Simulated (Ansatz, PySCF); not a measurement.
Process, species as SMILES: CC(F)F → C[C-](F)F + H+
Structures are relaxed separately at B3LYP-D3(BJ)/def2-TZVP in Ansatz (an electronic-structure program).

Property: gas-phase deprotonation energy (enthalpy at 298 K, with B3LYP-D3(BJ) rigid-rotor harmonic-oscillator terms from PySCF), in eV. Correlated levels leave the core frozen unless marked. No spin-orbit coupling. Non-relativistic. Anions need diffuse functions: aug- sets have them; def2-D sets add few; the other sets have none. CBS(X,Y): correlation extrapolated as X^-3; Hartree-Fock from the larger set.

```tsv
level	program	gas-phase deprotonation energy (eV)
HF/STO-3G	Ansatz	21.93
```

Question: Estimate the value at CCSD(T)/CBS(aug-cc-pVTZ,aug-cc-pVQZ) as computed with Ansatz.

Answer: 17.26 eV
